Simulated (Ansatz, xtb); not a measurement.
# Isomers of Cl2H2Se2Si in order of energy

5 gas-phase structures of Cl2H2Se2Si, from a drawn sample of its isomers (lower ones may exist). Each was relaxed with GFN2-xTB; where two conformers were screened, the lower at r2SCAN-D4/def2-SVP is listed:

A. `Cl[Se][SiH2][Se]Cl`, a singlet
B. `Cl[Si](Cl)([SeH])[SeH]`, a singlet
C. `Cl[Se][Si@H](Cl)[SeH]`, a singlet
D. `Cl[SiH](Cl)[Se][SeH]`, a singlet
E. `Cl[SiH2][Se][Se]Cl`, a singlet

Q: Estimate their order in r2SCAN-D4/def2-SVP energy at these geometries, lowest first.

A: Calculated order at r2SCAN-D4/def2-SVP: B (0.0), D (15.1), C (40.8), E (48.6), A (77.8) kcal/mol.

Energies above the lowest of each column, in kcal/mol; the last columns are at PBE0-D4/def2-SVP geometries and were run for some of them only (a dash: not run or not comparable):

```
structure  GFN2-xTB  HF/STO-3G  r2SCAN-D4/def2-SVP  PBE0-D4/def2-SVP  CCSD(T)/def2-SVP + ΔMP2/def2-TZVPP
        B      11.2        0.0                 0.0               0.0                                 0.0
        D       0.0        6.5                15.1              14.2                                13.7
        C      14.5       25.9                40.8                 –                                   –
        E       3.3       28.0                48.6                 –                                   –
        A      22.5       48.1                77.8                 –                                   –
```

CCSD(T)/def2-SVP + ΔMP2/def2-TZVPP puts B lowest of those it was run on; GFN2-xTB picks D. Flexible structures stand in one conformer each, not always the lowest. Frequencies (GFN2-xTB) were run for B, D alone. ΔMP2 is the change of the MP2 energy from the smaller to the larger basis.

Over these structures GFN2-xTB departs from r2SCAN-D4/def2-SVP by 19.4 kcal/mol on average once a common shift is removed. A GFN2-xTB relaxation took about 0.19 s and the r2SCAN-D4/def2-SVP energy about 3.3 s on a shared host (Ansatz 0.2.0, xtb 6.7.1).
